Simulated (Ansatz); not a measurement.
Basis-set extrapolation for C9H8O2 (`O=CCC(=O)c1ccccc1`) (PBE0-D4/def2-TZVP geometry, frozen core, the Gaussian-basis code of Ansatz). Multiplicity 1, RHF reference.

|  | def2-TZVPP | def2-QZVPP |
| --- | --- | --- |
| HF | -495.380214 | -495.401089 |
| MP2 correlation | -1.867278 | -1.993588 |
| CCSD(T) correlation | -1.994249 | not run |

Energies in hartree. Use E(X) = E(∞) + A·exp(−7.88·√X) for Hartree–Fock and E(X) = E(∞) + B·X^(−2.97) for correlation, with X = 3 and 4, and add CCSD(T) minus MP2 of the smaller set to the MP2 limit.

Problem. What is the CCSD(T) energy at the basis-set limit?

Solution. HF limit: -495.401089 + (-0.020875) × 0.13774 = -495.40396. MP2 limit: -1.993588 + (-0.126310) × 0.74074 = -2.08715. Higher-order term: -1.994249 − (-1.867278) = -0.12697. Total: -497.61808 hartree, 639.6 kJ/mol below CCSD(T)/def2-TZVPP.
